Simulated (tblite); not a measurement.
Record of a relaxation.

Compound: C4H8FOSe (doublet state).
SMILES with atom numbers: `[CH3:1][O:2][CH2:3][C:4]([F:5])[Se:6][CH3:7]` (hydrogens: H8, H9, H10 on C1; H11, H12 on C3; H13, H14, H15 on C7)

Computed with GFN2-xTB (tblite), gas phase: L-BFGS steps from a force-field or distance-geometry start until the largest atomic force falls under 0.01 eV/Å. 8 of its 132 geometries are shown.

Step 0: E = -667.0124 eV, largest atomic force 2.031 eV/Å
```
atom  x, y, z in Å  |  force x, y, z in eV/Å
C1     -2.709    0.211   -0.370   -1.057   0.864   0.206
O2     -1.461    0.027    0.190    0.063  -0.371   0.363
C3     -0.846   -1.016   -0.523    1.021   0.182  -0.226
C4      0.516   -1.216    0.081    0.115   0.807   1.860
F5      0.404   -1.575    1.445    0.316  -0.113  -1.473
Se6     1.393    0.528   -0.019   -0.486  -0.251  -0.535
C7      3.220    0.353    0.626    0.312  -1.118   0.341
H8     -2.564    0.492   -1.429   -0.456  -0.154   0.083
H9     -3.216    1.063    0.158    0.382  -0.821  -0.365
H10    -3.297   -0.731   -0.269    0.015   0.662  -0.212
H11    -1.457   -1.938   -0.546    0.232   0.270   0.044
H12    -0.657   -0.611   -1.544   -0.156  -0.634  -0.036
H13     3.884    0.948    0.007   -0.131   0.164  -0.041
H14     3.511   -0.720    0.498   -0.226   0.826   0.376
H15     3.274    0.686    1.674    0.056  -0.313  -0.385
```

Step 19: E = -667.5314 eV, largest atomic force 0.278 eV/Å
```
atom  x, y, z in Å  |  force x, y, z in eV/Å
C1     -2.819    0.251   -0.415    0.150  -0.025   0.003
O2     -1.531    0.037    0.113    0.055  -0.056   0.015
C3     -0.787   -1.020   -0.484   -0.028   0.084  -0.042
C4      0.611   -0.966    0.066   -0.148   0.094  -0.082
F5      0.801   -1.598    1.255   -0.020   0.009  -0.112
Se6     1.418    0.729   -0.062   -0.023  -0.134   0.008
C7      3.201    0.291    0.661   -0.070   0.007   0.004
H8     -2.779    0.551   -1.468    0.058  -0.058  -0.047
H9     -3.239    1.069    0.166   -0.044  -0.048   0.021
H10    -3.451   -0.641   -0.322    0.053   0.025   0.034
H11    -1.265   -2.000   -0.320    0.138   0.147   0.192
H12    -0.734   -0.856   -1.573    0.035   0.024   0.006
H13     3.943    0.875    0.124   -0.054   0.018  -0.065
H14     3.384   -0.768    0.523   -0.039  -0.057  -0.020
H15     3.241    0.548    1.715   -0.062  -0.028   0.085
```

Step 37: E = -667.5777 eV, largest atomic force 0.070 eV/Å
```
atom  x, y, z in Å  |  force x, y, z in eV/Å
C1     -2.781    0.257   -0.425    0.020  -0.019   0.020
O2     -1.481    0.122    0.089    0.050   0.010  -0.026
C3     -0.783   -0.983   -0.459    0.010  -0.015  -0.010
C4      0.640   -0.903   -0.019   -0.013  -0.049   0.004
F5      0.939   -1.631    1.095   -0.027   0.003  -0.041
Se6     1.396    0.804   -0.048   -0.030   0.013  -0.002
C7      3.140    0.272    0.676    0.007   0.000   0.016
H8     -2.757    0.499   -1.495   -0.027  -0.001   0.028
H9     -3.256    1.066    0.128    0.023   0.000  -0.031
H10    -3.348   -0.669   -0.281   -0.068   0.017  -0.003
H11    -1.228   -1.936   -0.138    0.010   0.046   0.009
H12    -0.824   -0.924   -1.560    0.007  -0.034   0.018
H13     3.914    0.851    0.182   -0.009   0.021   0.020
H14     3.276   -0.788    0.485    0.011   0.015  -0.015
H15     3.149    0.465    1.746    0.035  -0.007   0.015
```

Step 56: E = -667.6274 eV, largest atomic force 0.085 eV/Å
```
atom  x, y, z in Å  |  force x, y, z in eV/Å
C1     -2.716    0.334   -0.467   -0.032   0.020   0.017
O2     -1.333    0.234   -0.240   -0.032  -0.012   0.065
C3     -0.795   -1.045   -0.484    0.002  -0.017   0.031
C4      0.657   -0.948   -0.135    0.024  -0.081  -0.009
F5      1.083   -1.904    0.743    0.045   0.018  -0.037
Se6     1.243    0.789    0.235   -0.021   0.026  -0.018
C7      3.079    0.327    0.748    0.034  -0.021   0.037
H8     -2.953    0.344   -1.538    0.032  -0.052   0.002
H9     -3.038    1.270   -0.016    0.008   0.046  -0.032
H10    -3.243   -0.496    0.014   -0.048   0.005  -0.018
H11    -1.285   -1.819    0.134    0.019   0.067  -0.019
H12    -0.939   -1.319   -1.543    0.031   0.001   0.009
H13     3.750    1.104    0.395   -0.019   0.047  -0.014
H14     3.346   -0.625    0.301   -0.045  -0.023  -0.036
H15     3.140    0.258    1.831   -0.001  -0.025   0.022
```

Step 75: E = -667.6593 eV, largest atomic force 0.091 eV/Å
```
atom  x, y, z in Å  |  force x, y, z in eV/Å
C1     -2.702    0.364   -0.497    0.002  -0.032  -0.016
O2     -1.323    0.232   -0.253   -0.033   0.028   0.022
C3     -0.813   -1.068   -0.414   -0.027   0.039  -0.012
C4      0.663   -0.923   -0.218    0.009   0.019  -0.089
F5      1.270   -1.994    0.363    0.022  -0.040   0.077
Se6     1.176    0.764    0.413   -0.054   0.054   0.027
C7      3.047    0.334    0.790    0.027  -0.004  -0.009
H8     -2.946    0.116   -1.537    0.012  -0.026  -0.003
H9     -2.955    1.406   -0.309    0.030  -0.061   0.025
H10    -3.281   -0.287    0.171   -0.001   0.048  -0.020
H11    -1.246   -1.771    0.322    0.002   0.025  -0.048
H12    -1.042   -1.450   -1.425   -0.006  -0.002   0.062
H13     3.655    1.214    0.600   -0.018   0.019  -0.012
H14     3.348   -0.480    0.139    0.024  -0.008   0.018
H15     3.144    0.046    1.834    0.011  -0.060  -0.021
```

Step 94: E = -667.6707 eV, largest atomic force 0.037 eV/Å
```
atom  x, y, z in Å  |  force x, y, z in eV/Å
C1     -2.706    0.352   -0.521    0.003   0.008   0.004
O2     -1.343    0.233   -0.196    0.007  -0.014  -0.010
C3     -0.808   -1.053   -0.379   -0.009  -0.014  -0.007
C4      0.658   -0.903   -0.129   -0.002  -0.008  -0.008
F5      1.237   -1.959    0.511    0.005  -0.016   0.009
Se6     1.165    0.788    0.489    0.028  -0.017  -0.010
C7      3.052    0.324    0.746    0.028  -0.003  -0.007
H8     -2.891    0.052   -1.560   -0.005   0.000   0.017
H9     -2.958    1.402   -0.395   -0.021   0.000   0.006
H10    -3.325   -0.259    0.148    0.005   0.002  -0.035
H11    -1.257   -1.790    0.310   -0.008   0.018   0.020
H12    -0.994   -1.406   -1.408   -0.022   0.008   0.006
H13     3.643    1.233    0.686   -0.009   0.000   0.021
H14     3.338   -0.366   -0.043    0.009   0.032   0.017
H15     3.185   -0.145    1.718   -0.010   0.004  -0.023
```

Step 112: E = -667.6825 eV, largest atomic force 0.050 eV/Å
```
atom  x, y, z in Å  |  force x, y, z in eV/Å
C1     -2.692    0.361   -0.584    0.008   0.011   0.006
O2     -1.338    0.242   -0.225    0.002   0.004  -0.008
C3     -0.834   -1.067   -0.289    0.007   0.005  -0.014
C4      0.641   -0.929   -0.081   -0.004   0.005  -0.008
F5      1.223   -1.982    0.559    0.004   0.002   0.011
Se6     1.169    0.769    0.505    0.017  -0.012   0.002
C7      3.069    0.335    0.702    0.013  -0.002   0.015
H8     -2.865    0.015   -1.609    0.035   0.018  -0.022
H9     -2.936    1.418   -0.507   -0.023  -0.006   0.000
H10    -3.331   -0.217    0.093   -0.023   0.001   0.044
H11    -1.289   -1.715    0.481    0.001  -0.014  -0.003
H12    -1.051   -1.515   -1.273    0.002  -0.021   0.003
H13     3.587    1.230    1.036   -0.014  -0.004   0.011
H14     3.455    0.021   -0.264    0.001  -0.018  -0.006
H15     3.189   -0.462    1.433   -0.025   0.031  -0.028
```

Step 131: E = -667.6838 eV, largest atomic force 0.010 eV/Å
```
atom  x, y, z in Å  |  force x, y, z in eV/Å
C1     -2.694    0.360   -0.571   -0.004   0.004   0.003
O2     -1.339    0.238   -0.215    0.002   0.001  -0.003
C3     -0.831   -1.068   -0.302   -0.002  -0.001  -0.001
C4      0.645   -0.932   -0.092   -0.002   0.000  -0.002
F5      1.217   -1.965    0.590    0.001   0.003   0.000
Se6     1.179    0.780    0.443    0.000  -0.001   0.002
C7      3.068    0.333    0.701    0.000  -0.002  -0.001
H8     -2.860    0.053   -1.610    0.007  -0.003   0.006
H9     -2.950    1.410   -0.456    0.002   0.002   0.001
H10    -3.329   -0.246    0.087   -0.001   0.002  -0.005
H11    -1.281   -1.731    0.457    0.000  -0.005   0.000
H12    -1.048   -1.502   -1.294    0.002  -0.003   0.001
H13     3.591    1.236    1.003   -0.002   0.001  -0.002
H14     3.472   -0.039   -0.237    0.001   0.002  -0.001
H15     3.155   -0.426    1.474   -0.004   0.001   0.000
```

Problem. Summarise the path.

Solution. The energy falls by 15.48 kcal/mol from step 0 to step 131; nine tenths of that is first reached at step 52. It rises by more than 0.2 meV at step 49. The largest force goes from 2.031 to 0.010 eV/Å. Among the bonds C4–Se6 changes most, from 1.955 to 1.872 Å; the atoms move by 0.781 Å rms after alignment.

Problem. Follow the three bonds and two angles with the largest change from start to end.

Solution. 
| step | E above end (kcal/mol) | largest force (eV/Å) | C4–Se6 (Å) | C4–F5 (Å) | C1–H9 (Å) | C4–Se6–C7 (°) | C3–C4–Se6 (°) |
| --- | --- | --- | --- | --- | --- | --- | --- |
| 0 | 15.48 | 2.031 | 1.955 | 1.416 | 1.123 | 108.9 | 105.5 |
| 6 | 7.18 | 0.472 | 1.883 | 1.363 | 1.089 | 105.2 | 106.8 |
| 11 | 5.08 | 0.250 | 1.863 | 1.355 | 1.088 | 103.4 | 110.0 |
| 17 | 3.88 | 0.313 | 1.887 | 1.358 | 1.087 | 100.1 | 112.4 |
| 23 | 2.99 | 0.258 | 1.866 | 1.361 | 1.090 | 98.7 | 116.7 |
| 28 | 2.65 | 0.118 | 1.872 | 1.362 | 1.088 | 96.7 | 116.3 |
| 34 | 2.51 | 0.089 | 1.870 | 1.361 | 1.086 | 96.0 | 115.9 |
| 40 | 2.39 | 0.079 | 1.866 | 1.362 | 1.089 | 95.8 | 115.3 |
| 46 | 2.08 | 0.230 | 1.870 | 1.368 | 1.087 | 96.5 | 114.0 |
| 51 | 1.57 | 0.116 | 1.871 | 1.368 | 1.090 | 96.5 | 114.0 |
| 57 | 1.21 | 0.204 | 1.871 | 1.370 | 1.090 | 97.2 | 114.0 |
| 63 | 0.97 | 0.100 | 1.875 | 1.362 | 1.090 | 96.3 | 113.4 |
| 68 | 0.80 | 0.084 | 1.877 | 1.366 | 1.087 | 96.6 | 112.7 |
| 74 | 0.61 | 0.116 | 1.873 | 1.361 | 1.090 | 97.4 | 113.5 |
| 80 | 0.49 | 0.028 | 1.876 | 1.364 | 1.088 | 97.5 | 113.5 |
| 85 | 0.47 | 0.041 | 1.874 | 1.364 | 1.088 | 97.2 | 113.5 |
| 91 | 0.34 | 0.079 | 1.872 | 1.364 | 1.087 | 95.7 | 114.1 |
| 97 | 0.28 | 0.047 | 1.871 | 1.365 | 1.089 | 95.4 | 114.2 |
| 103 | 0.20 | 0.058 | 1.870 | 1.363 | 1.087 | 96.1 | 113.6 |
| 108 | 0.14 | 0.129 | 1.870 | 1.363 | 1.087 | 96.3 | 113.7 |
| 114 | 0.02 | 0.029 | 1.871 | 1.364 | 1.087 | 95.9 | 114.0 |
| 120 | 0.02 | 0.022 | 1.871 | 1.364 | 1.087 | 95.9 | 114.0 |
| 125 | 0.01 | 0.025 | 1.872 | 1.364 | 1.088 | 96.0 | 113.9 |
| 131 | 0.00 | 0.010 | 1.872 | 1.364 | 1.088 | 96.0 | 113.9 |

What follows is the cost of the whole relaxation. On an Arm Neoverse V1 with one thread, no GPU, shared host, this took 0.83 s of wall time.
